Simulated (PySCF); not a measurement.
Iron: a sound run and one with changed settings

Sound run: Fe²⁺ [Ar] 3d6, Fe³⁺ [Ar] 3d5. Computed with PySCF 2.14 in pcseg-2, with no relativity, point nucleus. In the sound run the correlated levels freeze [Ar]. The sound run starts from symmetry-adapted Hartree-Fock orbitals and uses a fine grid where one is needed.

A second run was set up differently.

```json
{"species": "Fe²⁺", "method": "UHF", "sound run (hartree)": "-1261.64034", "changed run (hartree)": "-1248.07201", "converged": "yes"}
{"species": "Fe²⁺", "method": "MN15", "sound run (hartree)": "-1262.98073", "changed run (hartree)": "-1247.20066", "converged": "yes"}
{"species": "Fe²⁺", "method": "M06-2X", "sound run (hartree)": "-1262.77801", "changed run (hartree)": "-1248.95729", "converged": "yes"}
{"species": "Fe²⁺", "method": "MP2", "sound run (hartree)": "-1261.74353", "changed run (hartree)": "-1248.07228", "converged": "yes"}
{"species": "Fe³⁺", "method": "UHF", "sound run (hartree)": "-1260.59583", "changed run (hartree)": "-1247.45476", "converged": "yes"}
{"species": "Fe³⁺", "method": "MN15", "sound run (hartree)": "-1261.82594", "changed run (hartree)": "-1246.51669", "converged": "yes"}
{"species": "Fe³⁺", "method": "M06-2X", "sound run (hartree)": "-1261.64273", "changed run (hartree)": "-1248.27551", "converged": "yes"}
{"species": "Fe³⁺", "method": "MP2", "sound run (hartree)": "-1260.64660", "changed run (hartree)": "-1247.45478", "converged": "yes"}
```

Ionisation energy of Fe²⁺:

```csv
method,sound run (eV),changed run (eV)
UHF,28.422,16.796
MN15,31.423,18.612
M06-2X,30.892,18.552
MP2,29.849,16.803
SCS-MP2,29.936,16.804
```

(1) What was changed?
A. level shift left on
B. minimal basis
C. a valence shell is frozen
D. basis contracted for another Hamiltonian

Answers

(1) B. It used basis STO-3G. A minimal basis cannot let orbitals breathe on ionisation and holds almost no correlation.
